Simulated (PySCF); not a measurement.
C₄H₅, SMILES C([C]=C)=C, multiplicity 2.

Geometry: r2SCAN-D4/def2-SVP. The isomer is the one that the SMILES or the coordinates give; other isomers of the formula were not compared. Other conformers were not sampled.

All values below come from PBE/def2-TZVPD run with PySCF.

Isolated molecule, no solvent.

```
Item                                                                                                            Result
---------------------------------------------------------------------------------------------  -----------------------
total energy                                                                                        -155.16963 hartree
point group                                                                                                         Cs
α spin, highest occupied and lowest empty level                                                     -4.46 and -1.01 eV
β spin, highest occupied and lowest empty level                                                     -6.66 and -3.07 eV
dipole moment                                                                                                   0.17 D
quadrupole, principal values (traceless, Buckingham form, about the centre of nuclear charge)   -2.94, -1.16, 4.10 D·Å
mean static polarisability                                                                        58.7 bohr³ (8.70 Å³)
polarisability, principal values                                                                38.6, 44.5, 93.0 bohr³
⟨S²⟩                                                                                           0.765 (pure state 0.75)
```
